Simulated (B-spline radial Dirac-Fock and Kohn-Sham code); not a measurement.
**In⁺ 4d5/2: cross section and angular parameters**

System: In⁺ in the configuration 1s2 2s2 2p6 3s2 3p6 3d10 4s2 4p6 4d10 5s2; threshold 31.98 eV (orbital energy of the model). The computed values come from a B-spline atomic structure program: Dirac-Hartree-Slater photoionisation with a Latter tail; cross sections with all multipoles, angular parameters from the dipole term and its interference with E2.

The run's input, task.json:

```json
{"items": [{
  "Z": 49,
  "q": 1,
  "cfg": [[1, 0, 2], [2, 0, 2], [2, 1, 6], [3, 0, 2], [3, 1, 6], [3, 2, 10], [4, 0, 2], [4, 1, 6], [4, 2, 10], [5, 0, 2]],
  "A": 115,
  "rrms": 4.6156,
  "do": "xps",
  "hv": [60, 80, 82.9, 87.5, 150, 151.0, 173.0, 200, 277.0, 283.0, 292.0, 646.0, 699.0, 800, 829.0, 1410.0, 1530.0, 1600.0, 1990.0, 2000, 2984.4, 3510.0, 3560.0, 5470.0, 5560.0, 5850.0, 6000, 6860.0, 9460.0, 10900.0]
}]}
```

Run with: `python xray2_run.py task.json out`

| hν (eV) | σ (kb) | β | γ | δ |
| --- | --- | --- | --- | --- |
| 60 | 17800 | 0.748 | -0.009 | 0.002 |
| 80 | 4020 | 1.414 | -0.037 | 0.000 |
| 82.9 | 3170 | 1.508 | -0.043 | 0.000 |
| 87.5 | 2170 | 1.656 | -0.056 | -0.001 |
| 150 | 226 | -0.665 | 0.176 | 0.000 |
| 151 | 231 | -0.647 | 0.176 | 0.000 |
| 173 | 322 | -0.195 | 0.151 | -0.006 |
| 200 | 392 | 0.203 | 0.110 | -0.009 |
| 277 | 409 | 0.742 | 0.028 | -0.008 |
| 283 | 404 | 0.767 | 0.024 | -0.007 |
| 292 | 397 | 0.802 | 0.018 | -0.007 |
| 646 | 131 | 1.275 | 0.001 | 0.014 |
| 699 | 112 | 1.292 | 0.016 | 0.017 |
| 800 | 83.7 | 1.313 | 0.048 | 0.021 |
| 829 | 77.4 | 1.317 | 0.059 | 0.022 |
| 1410 | 21.1 | 1.300 | 0.275 | 0.044 |
| 1530 | 16.9 | 1.287 | 0.317 | 0.048 |
| 1600 | ? | ? | ? | ? |
| 1990 | 8.14 | 1.231 | 0.466 | 0.063 |
| 2000 | 8.02 | 1.230 | 0.469 | 0.064 |
| 2984.4 | 2.40 | 1.113 | 0.726 | 0.098 |
| 3510 | 1.43 | 1.057 | 0.835 | 0.117 |
| 3560 | 1.36 | 1.052 | 0.845 | 0.119 |
| 5470 | 0.318 | 0.891 | 1.130 | 0.188 |
| 5560 | 0.300 | 0.885 | 1.140 | 0.191 |
| 5850 | 0.251 | 0.866 | 1.173 | 0.201 |
| 6000 | 0.230 | 0.856 | 1.189 | 0.207 |
| 6860 | 0.142 | 0.805 | 1.272 | 0.237 |
| 9460 | 0.0432 | 0.685 | 1.457 | 0.324 |
| 10900 | 0.0251 | 0.634 | 1.533 | 0.369 |

Question: Give the values at 1600 eV.

Answer: σ = 15.0 kb, β = 1.279, γ = 0.341, δ = 0.050.
